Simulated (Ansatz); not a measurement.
Start from `C=C([SiH3])C=S` and change one atom or group to get `C=C([SiH3])[NH][AlH2]`.

Ansatz, PBE0-D4/def2-TZVP geometries, multiplicity 1. Each molecule was computed in one conformer, which needn't be the lowest.

| property | `C=C([SiH3])C=S` |
| --- | --- |
| HOMO energy (ωB97M-V/def2-TZVPP) / eV | -8.80 |
| HOMO–LUMO gap (PBE/def2-TZVPP) / eV | 1.65 |
| size of the dipole moment (ωB97M-V/def2-TZVPP) / D | 1.99 |
| HOMO–LUMO gap (B3LYP/def2-TZVPP) / eV | 3.32 |
| HOMO energy (PBE/def2-TZVPP) / eV | -5.35 |
| LUMO energy (PBE0/def2-TZVPP) / eV | -2.83 |

(1) Give the same properties after the change, and the shifts. (Estimate.)

Answers

(1) Ansatz gave: 
```csv
property,`C=C([SiH3])[NH][AlH2]`,shift
HOMO energy (ωB97M-V/def2-TZVPP) / eV,-8.55,0.25
HOMO–LUMO gap (PBE/def2-TZVPP) / eV,3.46,1.81
size of the dipole moment (ωB97M-V/def2-TZVPP) / D,1.00,-0.99
HOMO–LUMO gap (B3LYP/def2-TZVPP) / eV,4.82,1.50
HOMO energy (PBE/def2-TZVPP) / eV,-5.40,-0.05
LUMO energy (PBE0/def2-TZVPP) / eV,-1.17,1.66
```

With PBE0 the HOMO rises by 0.18 eV and the LUMO rises by 1.66 eV, so the gap widens by about 1.48 eV. PBE moves the HOMO by -0.05 eV and ωB97M-V by 0.25 eV. Dipoles are sizes alone; their direction can turn.

B3LYP here is the variant with VWN-RPA as its local correlation; programs differ in this.
